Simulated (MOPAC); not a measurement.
Input file for MOPAC: PM7 on CuSe, 2S+1 = 2, a spin state set in the input, which need not be the lowest, a point of a bond scan (R = 2.343 Å).

```
PM7 1SCF PRECISE CHARGE=0 UHF MS=0.5 THREADS=1
CuSe

Cu     0.00000000 1     0.00000000 1     0.00000000 1
Se     0.00000000 1     0.00000000 1     2.34258900 1
```

It printed:

```
*******************************************************************************
 **                                                                           **
 **                              MOPAC v23.2.5                                **
 **                                                                           **
 *******************************************************************************
 ** MOPAC's Digital Object Identifier: https://doi.org/10.5281/zenodo.6511958 **
 **                                                                           **
 ** Please cite the open-source release paper for use of this MOPAC version:  **
 ** J. E. Moussa and J. J. P. Stewart (2026)                                  **
 ** MOPAC: An open-source semiempirical molecular orbital program             **
 ** J. Open Source Softw., 11(119), 8025, https://doi.org/10.21105/joss.08025 **
 *******************************************************************************

                              PM7 CALCULATION RESULTS

 *******************************************************************************
 *  PM7        - The PM7 Hamiltonian to be used
 *  UHF        - UNRESTRICTED HARTREE-FOCK CALCULATION
 *
 *
 *
 *                 CHARGE ON SYSTEM = 0
 *
 *
 *
 *  MS=        - IN MECI, MAGNETIC COMPONENT OF SPIN =  0.5
 *  PRECISE    - TIGHTER CRITERIA TO BE USED
 *  1SCF       - DO 1 SCF AND THEN STOP
 *  THREADS=1  - MULTI-THREADING NOT USED
 *  T=         - A TIME OF 172800.0 SECONDS REQUESTED
 *  DUMP=N     - RESTART FILE WRITTEN EVERY 7200.0 SECONDS REQUESTED
 *******************************************************************************
PM7 1SCF PRECISE CHARGE=0 UHF MS=0.5 THREADS=1
 CuSe

   ATOM   CHEMICAL          X               Y               Z
  NUMBER   SYMBOL      (ANGSTROMS)     (ANGSTROMS)     (ANGSTROMS)

     1      Cu          0.00000000  *   0.00000000  *   0.00000000  *
     2      Se          0.00000000  *   0.00000000  *   2.34258900  *



          CARTESIAN COORDINATES

    NO.       ATOM           X           Y           Z

     1        Cu          0.0000      0.0000      0.0000
     2        Se          0.0000      0.0000      2.3426

 General Reference for PM7:
 "Optimization of Parameters for Semiempirical Methods VI: More Modifications to the
 NDDO Approximations and Re-optimization of Parameters", J. J. P. Stewart, J. Mol. Mod., 1:32, 19 (2013)
 https://link.springer.com/article/10.1007/s00894-012-1667-x

           Empirical Formula: Cu Se  =     2 atoms



      MOLECULAR POINT GROUP   :   C*v


          UHF CALCULATION, NO. OF ALPHA ELECTRONS =    9
                           NO. OF BETA  ELECTRONS =    8

 -------------------------------------------------------------------------------
 PM7 1SCF PRECISE CHARGE=0 UHF MS=0.5 THREADS=1
 CuSe



     1SCF WAS SPECIFIED, SO BFGS WAS NOT USED
     SCF FIELD WAS ACHIEVED


                              PM7 CALCULATION
                                                       MOPAC v23.2.5 Linux




          FINAL HEAT OF FORMATION =        141.16731 KCAL/MOL =     590.64402 KJ/MOL


          COSMO AREA              =         76.91 SQUARE ANGSTROMS
          COSMO VOLUME            =         59.33 CUBIC ANGSTROMS

          IONIZATION POTENTIAL    =          7.249166 EV
          ALPHA SOMO LUMO (EV)    =         -7.355  2.188
          BETA  SOMO LUMO (EV)    =         -7.249 -1.772
          NO. OF ALPHA ELECTRONS  =          9
          NO. OF BETA  ELECTRONS  =          8
          MOLECULAR WEIGHT        =        142.5060         POINT GROUP:  C*v

          MOLECULAR DIMENSIONS (Angstroms)

            Atom       Atom       Distance
           Se     2   Cu     1     2.34259
           Se     2   Cu     1     0.00000
           Cu     1   Se     2     0.00000


          SCF CALCULATIONS        =          1





   ATOM   CHEMICAL          X               Y               Z
  NUMBER   SYMBOL      (ANGSTROMS)     (ANGSTROMS)     (ANGSTROMS)

     1      Cu          0.00000000  *   0.00000000  *   0.00000000  *
     2      Se          0.00000000  *   0.00000000  *   2.34258900  *

                             CARTESIAN COORDINATES

   1   Cu        0.000000000     0.000000000     0.000000000
   2   Se        0.000000000     0.000000000     2.342589000


           Empirical Formula: Cu Se  =     2 atoms



      MOLECULAR POINT GROUP   :   C*v


          ALPHA EIGENVALUES
 -23.37924 -10.60823 -10.59965 -10.59683 -10.58793 -10.58782  -9.62984  -7.55100
  -7.35487   2.18774  26.41018  26.42286  26.95516


           BETA EIGENVALUES
 -20.35692 -10.61063 -10.60295 -10.60082 -10.59217 -10.59204  -9.45995  -7.24917
  -1.77173   2.20200  26.40879  26.42312  26.96069


              NET ATOMIC CHARGES AND DIPOLE CONTRIBUTIONS

  ATOM NO.   TYPE          CHARGE      No. of ELECS.   s-Pop       p-Pop       d-Pop
    1         Cu           0.450044       10.5500     0.51804     0.03206     9.99985
    2         Se          -0.450044        6.4500     1.98549     4.46456
 DIPOLE           X         Y         Z       TOTAL
 POINT-CHG.     0.000     0.000    -5.064     5.064
 HYBRID        -0.000    -0.000    -0.846     0.846
 SUM           -0.000    -0.000    -5.910     5.910


          ATOMIC ORBITAL ELECTRON POPULATIONS

     Atom    s        px        py        pz      x^2-y^2     xz        z^2       yz        xy
    1 Cu   0.51804   0.00234   0.00115   0.02856   2.00000   2.00000   1.99992   1.99993   2.00000
    2 Se   1.98549   1.99766   0.99892   1.46798


                    (SZ)    =    0.500000
                    (S**2)  =    0.750232


          ATOMIC ORBITAL SPIN POPULATIONS

    Atom   Total    s     px     py     pz   x^2-y^2  xz     z^2    yz     xy
         Atomic
    1 Cu -0.0062 -0.007 -0.000  0.001  0.000 -0.000 -0.000  0.000  0.000 -0.000
    2 Se  1.0062  0.002  0.000  0.999  0.005

 **********************
 *                    *
 * JOB ENDED NORMALLY *
 *                    *
 **********************




 == MOPAC DONE ==
```

The run finished.

Cost: about 0.010 core-seconds (a rough figure).
